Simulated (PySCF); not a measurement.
PySCF 2.14 output of an unrestricted PBE0 calculation on a single atom or ion in aug-cc-pVQZ-PP with one added diffuse shell each of s, p, d, f, g type with ECP28MDF (8s8p6d4f3g, 117 functions), with a scalar-relativistic core potential:

```
SCF conv_tol = 1e-09
number electrons alpha = 12  beta = 9
    C. Adamo and V. Barone.,  J. Chem. Phys. 110, 6158 (1999)
    M. Ernzerhof and G. E. Scuseria.,  J. Chem. Phys. 110, 5029 (1999)
cycle= 1 E= -189.784279055016  delta_E= -0.00685  |g|= 0.039  |ddm|= 0.672
cycle= 2 E= -189.784577543606  delta_E= -0.000298  |g|= 0.0296  |ddm|= 0.209
cycle= 3 E= -189.78482002076  delta_E= -0.000242  |g|= 0.0017  |ddm|= 0.071
cycle= 4 E= -189.784831320731  delta_E= -1.13e-05  |g|= 0.000306  |ddm|= 0.0188
cycle= 5 E= -189.784832341885  delta_E= -1.02e-06  |g|= 5.86e-05  |ddm|= 0.00658
cycle= 6 E= -189.784832364941  delta_E= -2.31e-08  |g|= 6.96e-06  |ddm|= 0.00102
cycle= 7 E= -189.784832365131  delta_E= -1.89e-10  |g|= 6.6e-07  |ddm|= 9.97e-05
converged SCF energy = -189.784832365131  <S^2> = 3.7512731  2S+1 = 4.0006365
```

The run itself started from symmetry-adapted Hartree-Fock orbitals and held the occupation by maximum overlap, on a logarithmic radial grid, so the iterations belong to that start.

Q: Which element, charge and spin multiplicity is this?

A: In (indium, neutral), multiplicity 4; the state was [Kr] 4d10 5s1 5p1 5d1, one real determinant (an excited configuration).

⟨L²⟩ = 8.03 against 12 for a pure F term, so this real determinant mixes terms. Energies and moments cover only the electrons outside the core potential. The outer electron is Rydberg-like, and this basis confines it to a smaller radius and binds it less than a complete one would.
